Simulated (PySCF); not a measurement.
**Correlation energy of Sb(2+) (antimony, charge +2)**

[Kr] 4d10 5s1 5p2, high-spin 4P determinant (an excited configuration). All numbers are calculated (PySCF 2.14, the spin-free X2C one-electron Hamiltonian (Gaussian nucleus), in x2c-TZVPPall (8s6p4d2f, 60 functions)). Frozen: [Ar] 3d10; 21 electrons correlated.

| level | correlation energy (mhartree) |
| --- | --- |
| CCSD | -295.02 |
| (T) | -4.27 |
| CCSD(T) | -299.29 |

Diagnostics: T1 = 0.0062, D1 = 0.0200, largest double amplitude 0.040.

Cost of the coupled-cluster step: about 14 core-seconds, for 21 correlated electrons.

Iterations:

```
CC2 = 0
CCSD nocc = (np.int64(12), np.int64(9)), nmo = (46, 46)
frozen orbitals [[0, 1, 2, 3, 4, 5, 6, 7, 8, 9, 10, 11, 12, 13], [0, 1, 2, 3, 4, 5, 6, 7, 8, 9, 10, 11, 12, 13]]
max_cycle = 100
direct = 0
conv_tol = 1e-08
conv_tol_normt = 1e-06
diis_space = 8
diis_start_cycle = 0
Init t2, MP2 energy = -0.302768577503381
Init E_corr(UCCSD) = -0.302768577504151
cycle = 1  E_corr(UCCSD) = -0.289291049107285  dE = 0.0134775284  norm(t1,t2) = 0.0424016
cycle = 2  E_corr(UCCSD) = -0.294869361690671  dE = -0.00557831258  norm(t1,t2) = 0.00928906
cycle = 3  E_corr(UCCSD) = -0.294694027220966  dE = 0.00017533447  norm(t1,t2) = 0.0030525
cycle = 4  E_corr(UCCSD) = -0.295029838024117  dE = -0.000335810803  norm(t1,t2) = 0.000963249
cycle = 5  E_corr(UCCSD) = -0.295021922469819  dE = 7.9155543e-06  norm(t1,t2) = 0.000136947
cycle = 6  E_corr(UCCSD) = -0.295019060181874  dE = 2.86228795e-06  norm(t1,t2) = 2.62476e-05
cycle = 7  E_corr(UCCSD) = -0.295020056467702  dE = -9.96285829e-07  norm(t1,t2) = 6.29523e-06
cycle = 8  E_corr(UCCSD) = -0.29502006481945  dE = -8.35174785e-09  norm(t1,t2) = 7.68119e-07
UCCSD converged
E(UCCSD) = -6477.137135430552  E_corr = -0.2950200648194501
UCCSD(T) correction = -0.0042670498244283
```

This basis was not built for core-valence correlation, so the inner-shell part is incomplete.
